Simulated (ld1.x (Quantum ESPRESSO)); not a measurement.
## How hard is this nitrogen (N) TM potential?

* Element: nitrogen
* Generator: ld1.x (Quantum ESPRESSO) 7.5
* Type: norm-conserving Troullier–Martins (Kleinman–Bylander form)
* Functional: PBEsol
* Relativity: scalar-relativistic
* Frozen core: [He]
* Valence charge: 5
* Reference configuration: 2s1 2p4
* Partial waves: 2s (bound): rc 1.15 bohr; 3d channel at 0.1 Ry: rc 1.75 bohr; 2p (bound): rc 1.75 bohr
* Local potential: the p channel
* Core correction: none

The pseudo-atom Hamiltonian at the reference potential is diagonalised in spherical Bessel functions j_l(qr) that vanish at 20 bohr, with q² up to the cutoff. All-electron valence levels (Ry): 2s -1.3898, 2p -0.5484.

Problem. How do the lowest levels (Ry) of each channel move with the cutoff, and are there ghosts?

Solution.

```
cutoff (Ry)     s #1     s #2    d #1    d #2     p #1    f #1    f #2  Σ f·Δε (mRy)
          8  -1.3214  -0.0142  0.0590  0.1731  -0.1306  0.0981  0.2528        1739.3
         12  -1.3230  -0.0142  0.0590  0.1731  -0.2391  0.0981  0.2528        1304.0
         18  -1.3381  -0.0146  0.0590  0.1731  -0.3901  0.0981  0.2528         684.7
         25  -1.3574  -0.0150  0.0590  0.1731  -0.4954  0.0981  0.2528         244.4
         35  -1.3794  -0.0154  0.0590  0.1731  -0.5417  0.0981  0.2528          37.1
         40  -1.3847  -0.0155  0.0590  0.1731  -0.5458  0.0981  0.2528          15.5
         50  -1.3875  -0.0155  0.0590  0.1731  -0.5481  0.0981  0.2528           3.3
         60  -1.3876  -0.0155  0.0590  0.1731  -0.5481  0.0981  0.2528           3.1
         80  -1.3882  -0.0155  0.0590  0.1731  -0.5483  0.0981  0.2528           1.8
        100  -1.3893  -0.0156  0.0590  0.1731  -0.5483  0.0981  0.2528           0.5
        120  -1.3897  -0.0156  0.0590  0.1731  -0.5483  0.0981  0.2528           0.2
        400  -1.3898  -0.0156  0.0590  0.1731  -0.5484  0.0981  0.2528           0.0
```

Result: no extra level below or beside the all-electron valence levels (s, d, p, f tested); 10 mRy is reached at 45 Ry and 1 mRy at 100 Ry.

Its largest configuration-test error is +2122 meV.
